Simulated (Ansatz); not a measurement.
Species: C₄H₉O, net charge -1, singlet state. It need not be the lowest isomer of its formula. Whether it binds its extra electron was not tested at this geometry. 
Coordinates optimised at B3LYP-D3(BJ)/def2-TZVP (Ansatz, an electronic-structure program):
SMILES: CC(C)C[O-]
```xyz
14

C     -1.5940    -0.8337    -0.3774
C     -0.4936     0.0355     0.2228
C     -0.4330     1.4150    -0.4198
C      0.9215    -0.6423     0.1267
O      1.9135     0.0596     0.6474
H     -2.5906    -0.3882    -0.2711
H     -1.6128    -1.8198     0.0991
H     -1.4150    -0.9900    -1.4474
H     -0.6852     0.1656     1.2966
H     -0.3133     1.3208    -1.5069
H      0.4500     1.9248    -0.0285
H     -1.3307     2.0169    -0.2301
H      0.7595    -1.6735     0.5848
H      1.0247    -0.8799    -0.9888
```
Charge -1, spin multiplicity 1.

Total electronic energies in hartree. Valence correlation only, unless marked. Spin-orbit coupling is left out. Non-relativistic. CBS marks a two-point X^-3 extrapolation of the correlation energy; Hartree-Fock from the larger set. [CCSD(T)-MP2]/basis is that difference in the basis named.

```tsv
level	program	energy (Eh)
RI-HF/aug-cc-pVTZ	Ansatz	-231.61053
PBE-D4/def2-TZVPD	Ansatz + dftd4	-232.85742
revPBE-D4/def2-TZVPD	Ansatz + dftd4	-233.11275
PBE0-D4/def2-TZVP	Ansatz + dftd4	-232.87129
PBE0/def2-TZVP	Ansatz	-232.86232
r2SCANh/def2-TZVPD	Ansatz	-232.99756
r2SCAN0-D4/def2-TZVPD	Ansatz + dftd4	-232.98459
r2SCAN0/def2-TZVPD	Ansatz	-232.98141
wB97M-V/def2-TZVPD	Ansatz	-233.02859
wB97X-V/def2-TZVPD	Ansatz	-233.07580
B2GP-PLYP-D4/def2-TZVPD	Ansatz + dftd4	-232.89621
PBE-QIDH/def2-TZVPD	Ansatz	-232.82971
RPA@PBE/cc-pVTZ	Ansatz	-233.13012
MP2/STO-3G	Ansatz	-228.69597
RI-MP2/aug-cc-pVTZ	Ansatz	-232.60136
SCS-MP2/aug-cc-pVTZ	Ansatz	-232.59918
CCSD/STO-3G	Ansatz	-228.76828
CCSD/cc-pVDZ	Ansatz	-232.36087
CCSD/cc-pVTZ	Ansatz	-232.61083
CCSD/cc-pwCVTZ	Ansatz	-232.62310
CCSD(T)/aug-cc-pVDZ	Ansatz	-232.46851
CCSD(T)/cc-pVTZ	Ansatz	-232.65208
RI-MP2/CBS(aug-cc-pVTZ,aug-cc-pVQZ)+[CCSD(T)-MP2]/aug-cc-pVTZ	Ansatz	-232.7901
```

Totals of different functionals don't rank their quality; only differences between species are comparable.
